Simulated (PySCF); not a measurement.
A structure optimised at B3LYP-D3(BJ)/def2-SVP, used in a PySCF frequency run:

```xyz
11

In     0.0751    -0.8962     0.0000
H      1.7968    -0.8081     0.0000
H     -1.0545    -2.1920     0.0000
O     -0.9854     0.8166     0.0000
C     -0.6072     2.1631     0.0000
C      0.8934     2.4293     0.0000
H     -1.0553     2.6621     0.8845
H     -1.0553     2.6621    -0.8845
H      1.3772     1.9953     0.8917
H      1.0983     3.5125     0.0000
H      1.3772     1.9953    -0.8917
```

### Question
Write its SMILES, formula and point group.

### Answer
CC[O][InH2], C2H7InO, Cs

### Question
What are its rotational constants (standard atomic weights)?

### Answer
11.261, 1.8734, 1.6393 GHz
